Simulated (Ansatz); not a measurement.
**Redistribution: C2H3FI2 + C2HF3O → C2H4I2 + C2F4O**

Species: C2H3FI2 `FC(I)CI`, singlet; C2HF3O `FC1OC1(F)F`, singlet; C2H4I2 (1,2-diiodoethane) `ICCI`, singlet; C2F4O `FC1(F)OC1(F)F`, singlet. The partners trade F for H; both sit on C, so the bond types are kept.

Shapes, held fixed at every level: PBE0-D4/def2-TZVP. Flexible molecules stand in one conformer, not always the lowest. Programs: Ansatz 0.2.0. The zero-point and thermal change to 298 K, harmonic and unscaled (PBE0-D4/def2-TZVP), is -0.4 kJ/mol.

```json
{"level": "HF/def2-SVP", "kind": "Hartree–Fock", "ΔH(298 K) (kJ/mol)": "-44.2", "less CCSD(T)/def2-TZVPP": "-10.3"}
{"level": "HF/def2-TZVPP", "kind": "Hartree–Fock", "ΔH(298 K) (kJ/mol)": "-38.4", "less CCSD(T)/def2-TZVPP": "-4.5"}
{"level": "r2SCAN-D4/def2-TZVPP", "kind": "meta-GGA", "ΔH(298 K) (kJ/mol)": "-31.5", "less CCSD(T)/def2-TZVPP": "+2.4"}
{"level": "BHLYP-D4/def2-TZVPP", "kind": "global hybrid", "ΔH(298 K) (kJ/mol)": "-30.8", "less CCSD(T)/def2-TZVPP": "+3.1"}
{"level": "wB97M-V/def2-TZVPP", "kind": "range-separated hybrid", "ΔH(298 K) (kJ/mol)": "-31.9", "less CCSD(T)/def2-TZVPP": "+2.0"}
{"level": "MP2/def2-SVP", "kind": "perturbation theory", "ΔH(298 K) (kJ/mol)": "-47.8", "less CCSD(T)/def2-TZVPP": "-13.9"}
{"level": "CCSD(T)/def2-TZVPP", "kind": "coupled cluster or CI", "ΔH(298 K) (kJ/mol)": "-33.9", "less CCSD(T)/def2-TZVPP": "0.0"}
```

The highest level, CCSD(T)/def2-TZVPP, gives ΔH(298 K) = -33.9 kJ/mol; the levels span -47.8 to -30.8. The column of differences is taken from that level and isn't an error. No measured value is set beside it here. For atoms past krypton def2 sets carry core potentials with scalar relativity. Correlated rows may include outer-core shells of I, which these sets cover unevenly.
